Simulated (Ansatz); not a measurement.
A series at Ti: from `[CH3][Ti]([CH3])([CH3])[CH3]`, ligands are replaced one by one, each step taking up H–F and setting free CH₄; n counts the steps. Ansatz, PBE0-D4/def2-TZVP geometries.

| n | molecule | HOMO energy, ωB97M-V/def2-TZVPP (eV) |
| --- | --- | --- |
| 0 | `[CH3][Ti]([CH3])([CH3])[CH3]` | -9.91 |
| 1 | `[CH3][Ti]([CH3])([CH3])[F]` | -10.30 |
| 2 | `[CH3][Ti]([CH3])([F])[F]` | -10.74 |
| 3 | `[CH3][Ti]([F])([F])[F]` | -11.23 |
| 4 | `[F][Ti]([F])([F])[F]` | ? |

**Question.** By hand: fit a straight line y = ȳ + b (n − n̄) to the 4 given rows and predict n = 4.

**Answer.** n̄ = 1.500, ȳ = -10.545; Σ(n − n̄)(y − ȳ) = -2.200, Σ(n − n̄)² = 5.000, so b = -0.440 eV a step. Prediction: -10.545 + (-0.440) × (2.500) = -11.64 eV.

**Question.** By hand: compare with the computed value, -15.01 eV, and give the steps along the whole series.

**Answer.** The line misses by -3.37 eV (computed minus predicted). Steps: -0.39, -0.44, -0.49, -3.78 eV.

One step carries most of the change, so a line is a poor guide. The highest orbital can change its character along such a series. The miss is 66.1 % of the series' range.
